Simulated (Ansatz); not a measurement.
Si2H5ClF2, singlet: at the end structure of a reaction step.

in.yaml

```yaml
crystal:
  periodic: [false, false, false]
  atoms:
    - {symbol: Si, position_ang: [-0.950289, 1.896954, 0.022188]}
    - {symbol: Si, position_ang: [0.850979, -1.901241, -0.033143]}
    - {symbol: F, position_ang: [-0.946102, 0.779254, -1.092567]}
    - {symbol: F, position_ang: [-1.236683, 1.192710, 1.403285]}
    - {symbol: H, position_ang: [-2.003950, 2.873093, -0.265004]}
    - {symbol: H, position_ang: [1.318727, -0.623636, 0.562161]}
    - {symbol: Cl, position_ang: [0.868522, 2.766712, 0.086512]}
    - {symbol: H, position_ang: [1.643272, -3.021186, 0.536727]}
    - {symbol: H, position_ang: [-0.584672, -2.101152, 0.284153]}
    - {symbol: H, position_ang: [1.040195, -1.861306, -1.504412]}
basis:
  gaussian: {orbitals: def2-TZVPP}
hamiltonian: {xc: {name: CAM-B3LYP}, dispersion: d4}
```

Command:

```bash
ansatz run in.yaml --threads 8 --pin off --events-out ev --progress --plain --max-ram 19148MiB
```

What Ansatz 0.2.0 printed:

```
Functional definition: CAM-B3LYP
  name "CAM-B3LYP"
  cite "Yanai, Tew & Handy, Chem. Phys. Lett. 393, 51 (2004) doi:10.1016/j.cplett.2004.06.011"
  cite "Iikura, Tsuneda, Yanai & Hirao, J. Chem. Phys. 115, 3540 (2001) doi:10.1063/1.1383587"
  cite "Becke, Phys. Rev. A 38, 3098 (1988) doi:10.1103/PhysRevA.38.3098"
  cite "Lee, Yang & Parr, Phys. Rev. B 37, 785 (1988) doi:10.1103/PhysRevB.37.785"
  cite "Vosko, Wilk & Nusair, Can. J. Phys. 58, 1200 (1980) doi:10.1139/p80-159"
  parameter alpha = 0.19
  parameter beta = 0.46
  parameter omega = 0.33/bohr
  parameter ac = 0.81
  # Exact exchange under (alpha + beta erf(omega r))/r, Becke's under what is left of 1/r.
  exchange = (1 - alpha - beta)*b88_x + beta*b88_x_sr(omega) + alpha*exact_x + beta*exact_x_lr(omega)
  correlation = (1 - ac)*vwn5_c + ac*lyp_c
1502 factors; their error is unknown
330 factors; integrals over basis functions are off by at most 1.7e-5 eV
mean field evaluation 1: about -33797.9723 eV, gradient 4.5e1 eV
mean field evaluation 2: about -33796.2937 eV, gradient 6.0e1 eV
mean field evaluation 4: about -33800.7804 eV, gradient 1.2e0 eV
mean field evaluation 8: about -33800.8370 eV, gradient 1.8e-1 eV
mean field evaluation 16: about -33800.8370 eV, gradient 2.9e-5 eV
mean field -33800.83698917 eV, -1242.1578483217 hartree, gradient 2.9e-5 eV, S^2 0.000000; 0 other end points of the search recorded, 0 dependent functions left out
reference -33800.83714281 eV, -1242.1578539681 hartree; 34, 34 occupied and 224, 224 virtual orbitals, 1502 factors
Total energy: -33801.02377605 eV, -1242.1647126130 hartree
```

The run took 2 s on 8 CPU threads of a Oxide Virtual Turin-like (shared host), with 0.67 GiB of host memory at its peak.
